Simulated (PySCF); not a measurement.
Predicted microwave data (PBE0-D3(BJ)/def2-SVP geometry optimisation, gas phase in PySCF) for one isomer of C3H9BS:

| Item | Value |
| --- | --- |
| Rotational constants | A = 6841, B = 2119, C = 1691 MHz |
| Dipole components | \|μa\| = 0.86 D, \|μb\| = 1.23 D, \|μc\| = 0.54 D |
| Inertial defect | -13.64 u·Å² |
| κ | -0.83 |

Question: Which candidate fits, each taken in the one conformer that was computed?
A. BMe2(SMe), `CSB(C)C`
B. `[CH3:1][CH2:2][BH:3][S:4][CH3:5]` with C1–C2–B3–S4 137°, C2–B3–S4–C5 177°
C. `[CH3:1][B:2]([CH3:3])[CH2:4][SH:5]` with C1–B2–C4–S5 -158°, B2–C4–S5–H -176°

Answer: C. It is CB(C)CS, an asymmetric top, point group C1. The candidates at the same level (rigid rotor, commonest isotopes):

| SMILES | A (MHz) | B (MHz) | C (MHz) | μa (D) | μb (D) | μc (D) | Δ (u·Å²) | point group | rotor |
| --- | --- | --- | --- | --- | --- | --- | --- | --- | --- |
| CSB(C)C | 5722 | 2785 | 1942 | 0.43 | 1.45 | 0.00 | -9.48 | Cs | asymmetric top |
| CCBSC | 12671 | 1570 | 1478 | 0.69 | 0.77 | 0.21 | -19.86 | C1 | near-prolate asymmetric top |
| CB(C)CS | 6841 | 2119 | 1691 | 0.86 | 1.23 | 0.54 | -13.64 | C1 | asymmetric top |

`CSB(C)C` has B 31 % too high; `CCBSC` has A 85 % too high. No structure here is proved a minimum.
